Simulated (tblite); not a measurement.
Compound: C5H10OSeSi.
Atom-mapped SMILES: `[CH2:1]=[CH:2][CH2:3]/[CH:4]=[CH:5]/[O:6][SiH2:7][SeH:8]` (hydrogens: H9, H10 on C1; H11 on C2; H12, H13 on C3; H14 on C4; H15 on C5; H16, H17 on Si7; H18 on Se8)

Computed with GFN2-xTB (tblite), gas phase: L-BFGS steps from a force-field or distance-geometry start until the largest atomic force falls under 0.01 eV/Å.

Geometry at step 70:
```
atom  x, y, z in Å
C1     -3.5535    1.4149   -0.7558
C2     -2.6469    0.7167   -0.1000
C3     -1.8381   -0.3951   -0.7010
C4     -0.3877   -0.0241   -0.6682
C5      0.5865   -0.7633   -0.1620
O6      1.8633   -0.3058   -0.1650
Si7     3.3235   -0.9384    0.0850
Se8     4.6736    0.3705   -1.1992
H9     -3.7832    1.2016   -1.7866
H10    -4.1042    2.2250   -0.3069
H11    -2.4084    0.9474    0.9300
H12    -2.0158   -1.3169   -0.1445
H13    -2.1623   -0.5611   -1.7304
H14    -0.1394    0.9582   -1.0499
H15     0.4447   -1.7498    0.2663
H16     3.6922   -0.7760    1.4835
H17     3.4916   -2.3109   -0.3731
H18     4.9556    1.3137   -0.1632
```

Problem. Give the atomic forces at this geometry.

Solution. 
```json
{"atom": "C1", "Fx (eV/Å)": "-0.003", "Fy (eV/Å)": "0.023", "Fz (eV/Å)": "-0.028"}
{"atom": "C2", "Fx (eV/Å)": "0.005", "Fy (eV/Å)": "0.063", "Fz (eV/Å)": "0.029"}
{"atom": "C3", "Fx (eV/Å)": "-0.058", "Fy (eV/Å)": "0.022", "Fz (eV/Å)": "0.038"}
{"atom": "C4", "Fx (eV/Å)": "-0.024", "Fy (eV/Å)": "0.002", "Fz (eV/Å)": "0.078"}
{"atom": "C5", "Fx (eV/Å)": "-0.015", "Fy (eV/Å)": "0.048", "Fz (eV/Å)": "0.051"}
{"atom": "O6", "Fx (eV/Å)": "0.040", "Fy (eV/Å)": "-0.128", "Fz (eV/Å)": "-0.084"}
{"atom": "Si7", "Fx (eV/Å)": "-0.012", "Fy (eV/Å)": "0.071", "Fz (eV/Å)": "-0.022"}
{"atom": "Se8", "Fx (eV/Å)": "0.024", "Fy (eV/Å)": "-0.057", "Fz (eV/Å)": "0.013"}
{"atom": "H9", "Fx (eV/Å)": "-0.032", "Fy (eV/Å)": "0.000", "Fz (eV/Å)": "-0.031"}
{"atom": "H10", "Fx (eV/Å)": "0.029", "Fy (eV/Å)": "-0.051", "Fz (eV/Å)": "0.031"}
{"atom": "H11", "Fx (eV/Å)": "-0.033", "Fy (eV/Å)": "-0.013", "Fz (eV/Å)": "0.009"}
{"atom": "H12", "Fx (eV/Å)": "0.109", "Fy (eV/Å)": "-0.055", "Fz (eV/Å)": "0.057"}
{"atom": "H13", "Fx (eV/Å)": "0.048", "Fy (eV/Å)": "0.043", "Fz (eV/Å)": "-0.072"}
{"atom": "H14", "Fx (eV/Å)": "-0.024", "Fy (eV/Å)": "-0.078", "Fz (eV/Å)": "-0.065"}
{"atom": "H15", "Fx (eV/Å)": "-0.034", "Fy (eV/Å)": "0.053", "Fz (eV/Å)": "-0.051"}
{"atom": "H16", "Fx (eV/Å)": "0.006", "Fy (eV/Å)": "-0.010", "Fz (eV/Å)": "0.053"}
{"atom": "H17", "Fx (eV/Å)": "-0.053", "Fy (eV/Å)": "0.001", "Fz (eV/Å)": "-0.026"}
{"atom": "H18", "Fx (eV/Å)": "0.027", "Fy (eV/Å)": "0.065", "Fz (eV/Å)": "0.021"}
```

The largest, 0.16 eV/Å, acts on O6; the rms over all components is 0.048 eV/Å. The forces sum to zero within rounding, as they must for an isolated molecule in no field.

Problem. Give the force on O6 in Eh/bohr and in nN.

Solution. 0.158 eV/Å ÷ 51.422 = 0.00308 Eh/bohr, and 0.158 eV/Å × 1.602 = 0.25 nN.

Problem. How far is this geometry from the end of the optimisation?

Solution. 0.086 eV above it, and 0.418 Å rms away after alignment. The bonds farthest from their final lengths, with half the difference of the two atoms' forces along the bond (positive lengthens):

```csv
bond,now (Å),final (Å),force along bond (eV/Å)
Si7–Se8,2.277,2.264,-0.04
O6–Si7,1.611,1.619,-0.06
Si7–H16,1.455,1.460,+0.03
Si7–H17,1.457,1.460,+0.03
Se8–H18,1.429,1.432,+0.04
C4–H14,1.083,1.080,-0.01
```

The angle farthest from its final value is C5–O6–Si7, 136.1° against 129.7°.

The cost below is that of the whole relaxation. The run took 1.4 s of wall time on one thread, Intel Xeon 6975P-C (x86_64), no GPU, shared host with 192 logical CPUs at a one-minute load of 62.
